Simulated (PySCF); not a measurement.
(OH)3Ti-NH-SiH3 (singlet state).
Bonds: Ti1–O2, Ti1–O3, Ti1–O4, Ti1–N5, N5–Si6. Hydrogens: H7 on O2; H8 on O3; H9 on O4; H10 on N5; H11, H12, H13 on Si6.

Method: PBE0-D3(BJ)/def2-SVP geometry optimisation, gas phase in PySCF; density fitting, grid level 1; the optimiser is geomeTRIC in internal coordinates, started from a GFN2-xTB structure with every atom displaced at random (about 0.03 Å).

Geometry at step 1:
```
atom  x, y, z in Å
Ti1     0.7898   -0.0184    0.7278
O2     -0.3220    1.0151    1.6729
O3      1.8218    1.0250   -0.3142
O4      1.7964   -1.1340    1.6895
N5     -0.3417   -0.9845   -0.4798
Si6    -1.5732   -0.1142   -1.3383
H7     -0.9569    1.7026    1.4566
H8      2.7753    1.1001   -0.2400
H9      1.8337   -1.3362    2.6294
H10     0.1686   -1.7038   -0.9922
H11    -2.6403    0.2676   -0.3613
H12    -2.1619   -1.0171   -2.3856
H13    -1.1590    1.1457   -2.0425
```

Problem. What forces act on the atoms?

Solution. 
| atom | Fx (eV/Å) | Fy (eV/Å) | Fz (eV/Å) |
| --- | --- | --- | --- |
| Ti1 | -0.291 | 0.180 | -0.114 |
| O2 | 0.179 | -0.352 | -0.209 |
| O3 | -0.167 | -0.202 | 0.214 |
| O4 | -0.065 | 0.088 | -0.032 |
| N5 | 0.608 | 0.457 | 0.329 |
| Si6 | -0.431 | -0.366 | -0.204 |
| H7 | 0.021 | 0.094 | 0.030 |
| H8 | 0.173 | 0.051 | -0.021 |
| H9 | 0.000 | -0.014 | -0.027 |
| H10 | -0.143 | -0.065 | -0.078 |
| H11 | -0.006 | 0.059 | -0.021 |
| H12 | -0.009 | 0.089 | 0.049 |
| H13 | 0.130 | -0.019 | 0.084 |

The largest, 0.83 eV/Å, acts on N5; the rms over all components is 0.204 eV/Å. The forces sum to zero within rounding, as they must for an isolated molecule in no field.

Problem. Give the force on N5 in Eh/bohr and in nN.

Solution. 0.829 eV/Å ÷ 51.422 = 0.01611 Eh/bohr, and 0.829 eV/Å × 1.602 = 1.33 nN.

Problem. How far is this geometry from the end of the optimisation?

Solution. 0.172 eV above it, and 0.748 Å rms away after alignment. The bonds farthest from their final lengths, with half the difference of the two atoms' forces along the bond (positive lengthens):

| bond | now (Å) | final (Å) | force along bond (eV/Å) |
| --- | --- | --- | --- |
| Ti1–N5 | 1.916 | 1.887 | -0.47 |
| Ti1–O3 | 1.800 | 1.783 | -0.17 |
| N5–Si6 | 1.735 | 1.742 | +0.29 |
| Si6–H12 | 1.503 | 1.499 | -0.31 |
| Si6–H13 | 1.502 | 1.499 | +0.16 |
| O3–H8 | 0.959 | 0.962 | +0.17 |

The angle farthest from its final value is Ti1–N5–H10, 112.1° against 119.0°.

Of the 2 listed bonds off by 0.010 Å or more, this force points towards the final length in 2.

The cost below is that of the whole optimisation. On one thread, Intel Xeon Platinum 8259CL at 2.50 GHz (x86_64), on a shared host, this took 7.8 min and 0.54 GiB of memory at its peak.
